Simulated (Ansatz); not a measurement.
`C#C[C]([SiH3])([InH2])O[SiH3]` + H₂ → `[SiH3]O[CH]([SiH3])[InH2]` + `C#C` at 298.15 K and 1 bar (hydrogenolysis of a C–C bond).

Gas-phase electronic energies from Ansatz, PBE0-D4/def2-TZVP geometries. CCSD(T)/CBS is the MP2 limit (def2-TZVPP, def2-QZVPP) plus CCSD(T) − MP2 in def2-TZVPP, frozen cores. This one scheme is used for every species. def2 core potentials past Kr. For In outer-core shells are correlated without core-valence functions, which leaves a few kJ/mol of doubt a bond. One conformer a species, not always the lowest.

```
                        species  CCSD(T)/CBS energy (Eh)  H − E (kJ/mol)  S (J/(mol·K))
`C#C[C]([SiH3])([InH2])O[SiH3]`               -962.62959           275.1          459.5
                             H₂                 -1.17544            35.1          130.4
    `[SiH3]O[CH]([SiH3])[InH2]`               -886.58658           245.9          417.2
                          `C#C`                -77.22717            80.8          200.2
```

H − E and S are ideal-gas, rigid-rotor, harmonic terms from PBE0-D4/def2-TZVP, for one conformer and one mirror image of each species. The MP2-based limit puts H₂ 0.8 mEh under its directly extrapolated value; such offsets cancel only in part. 1 Eh = 2625.50 kJ/mol, R = 8.31446 J/(mol·K).

Question: By hand: ΔE, ΔH, ΔS and ΔG.

Answer: ΔE = (-886.58658) + (-77.22717) − (-962.62959) − (-1.17544) = -0.00872 Eh = -22.9 kJ/mol. Δ(H − E) = 245.9 + 80.8 − 275.1 − 35.1 = 16.5, so ΔH = -6.4 kJ/mol. ΔS = 417.2 + 200.2 − 459.5 − 130.4 = 27.5 J/(mol·K). ΔG = -6.4 − 298.15 × (27.5)/1000 = -14.6 kJ/mol.

Question: By hand: the equilibrium constant, and the temperature at which ΔG would vanish if ΔH and ΔS stayed fixed.

Answer: log₁₀ K = −ΔG/(RT ln 10) = 2.6. ΔH and −TΔS have one sign here, so there is no such temperature.

TΔS isn't small against ΔH here. A doubt of 5 kJ/mol in ΔE shifts log₁₀ K by 0.9 here. Other conformers and mirror images would add mixing entropy, several J/(mol·K) or more a flexible species. Modes under 60 cm⁻¹, often nearly free rotors, make the harmonic entropy too high. These are equilibria of isolated gas molecules and say nothing of rates. Largest T1 diagnostic: 0.014 (customary marks: 0.02 for closed shells, 0.045 for open ones).
